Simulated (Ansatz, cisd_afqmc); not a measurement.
Species: PH, charge 0, triplet. PH (SMILES [PH], triplet).
B3LYP-D3(BJ)/def2-TZVP minimum from Ansatz (a quantum-chemistry and plane-wave program):
```
P
H 1 1.4285
```
Charge 0, spin multiplicity 3.

Total energies in cc-pV(D+d)Z, 6 correlated electrons, 5 frozen orbitals. UHF or UKS for unpaired electrons; spin-orbit terms are left out. Correlated methods leave the cores frozen. No relativity. AFQMC is phaseless with a CISD trial state; ± is one standard error, without the phaseless bias. Outlying blocks are dropped, and bars are widened where a walk drifts. Over all cases where full CI ran beside it in this data, AFQMC minus full CI had a median of +0.1 mEh and passed +0.4 mEh in a tenth of the cases. Full CI freezes restricted core orbitals and the other rows unrestricted ones, which leaves a small offset even where coupled cluster is exact.

```
method         program         energy (Eh)  error against FCI (mEh)
----------  ----------  ------------------  -----------------------
HF              Ansatz          -341.28812                   108.89
MP2             Ansatz          -341.37068                    26.33
CCSD            Ansatz          -341.39433                     2.68
CCSD(T)         Ansatz          -341.39640                     0.61
CCSDT(Q)        Ansatz          -341.39700                     0.01
CCSDTQ          Ansatz          -341.39702                    -0.01
AFQMC/CISD  cisd_afqmc  -341.3968 ± 0.0001                0.2 ± 0.1
FCI             Ansatz          -341.39701                     0.00
```

Rough core times of Ansatz's runs on a shared machine: CCSD(T) under 20 s, CCSDT(Q) under 20 s, CCSDTQ 60 s, FCI under 20 s.
